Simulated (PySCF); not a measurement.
Molecular orbitals of TlIn⁺

BLYP at R = 3.642 Å; Tl cc-pVDZ-PP with ECP60, In cc-pVDZ-PP with ECP28; scalar-relativistic core potentials (PySCF 2.14). State: ²Σ⁺ (doublet), unpaired electrons σ ↑. Only the outer orbitals are listed, counted within each symmetry, core potentials removing the inner ones.

```
spin  orbital  occ.  ε (eV)  on Tl (%)   main shells (%)
   α       2δ     1  -20.55        100          100 Tl d
   α       2δ     1  -20.55        100          100 Tl d
   α       4π     1  -20.42        100          100 Tl d
   α       4π     1  -20.42        100          100 Tl d
   α       6σ     1  -20.38        100          100 Tl d
   α       7σ     1  -14.55         90   89 Tl s, 9 In s
   α       8σ     1  -13.00         11   89 In s, 9 Tl s
   α       9σ     1   -7.92         47  51 In p, 46 Tl p
   α       5π     0   -7.31         48  52 In p, 48 Tl p
   α       5π     0   -7.31         48  52 In p, 48 Tl p
   α       6π     0   -6.42         52  52 Tl p, 48 In p
   β       2δ     1  -20.54        100          100 Tl d
   β       2δ     1  -20.54        100          100 Tl d
   β       4π     1  -20.35        100          100 Tl d
   β       4π     1  -20.35        100          100 Tl d
   β       6σ     1  -20.30        100          100 Tl d
   β       7σ     1  -14.32         91           91 Tl s
   β       8σ     1  -12.75         10           90 In s
   β       9σ     0   -7.31         49  49 In p, 48 Tl p
   β       5π     0   -7.19         49  51 In p, 48 Tl p
   β       5π     0   -7.19         49  51 In p, 48 Tl p
```

Question: Which are the highest filled and the lowest empty level, where do they sit, and how wide is the gap?

Answer: Highest filled α 9σ at -7.92 eV (in %: 51 In p, 46 Tl p); lowest empty β 9σ at -7.31 eV (in %: 49 In p, 48 Tl p); the gap at BLYP is 0.61 eV.

* bond order (Mayer): 0.55
* ⟨S²⟩: 0.751
* charge on Tl (Mulliken, basis-dependent): 0.51
* charge on Tl (Löwdin, basis-dependent): 0.51
* dipole moment (positive dipole points towards In; it is taken about the centre of mass and depends on that origin): 2.16 D

Spin–orbit coupling is left out, which matters for elements this heavy, above all for dissociation energies. The state is the lowest determinant that a PBE0 search found; another state may lie lower at other levels.
